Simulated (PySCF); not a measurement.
A GIAO shielding run with PySCF 2.14.0 with density-fitted response routines (density fitting, non-relativistic, gas phase) on `C=C(C)[Si@@H](Cl)SCCC`, C₆H₁₃ClSSi:

```
$ OMP_NUM_THREADS=1 python probes_run.py task.json out

{"job": {"kind": "nmr", "xc": "PBE0", "basis": "pcSseg-1"}, "charge": 0, "multiplicity": 1}
C      2.885285    -1.407937     0.253827
C      2.556418    -0.208569    -0.208528
C      3.559445     0.684270    -0.873408
Si     0.808989     0.481062    -0.086534
Cl     0.193562     1.009020    -1.949872
S     -0.437638    -1.028146     0.797770
C     -1.875031    -0.056007     1.380634
C     -2.715928     0.543330     0.265060
C     -3.288361    -0.520455    -0.661028
H      3.889557    -1.794584     0.169882
H      2.163696    -2.048954     0.731536
H      4.528702     0.197487    -0.951354
H      3.220935     0.953859    -1.872297
H      3.674201     1.607256    -0.306725
H      0.709481     1.668507     0.759025
H     -2.459825    -0.770711     1.959084
H     -1.495076     0.716374     2.049163
H     -2.112272     1.246319    -0.312586
H     -3.530656     1.107082     0.728405
H     -2.485552    -1.099116    -1.111665
H     -3.869349    -0.059722    -1.455555
H     -3.930994    -1.200980    -0.107252
```

Hardware: 1 thread of an Intel Xeon, shared host. The job also computes population analyses, field gradients.

(1) How large is the calculation?

(2) How long does it take, and how much memory does it need?

Answers

(1) 96 electrons, 239 basis functions and 1307 auxiliary functions.

(2) 2.4 min of wall time, with 14 SCF cycles and 5 response iterations; peak memory 1.1 GiB. Times on a shared host scatter by some tens of per cent.
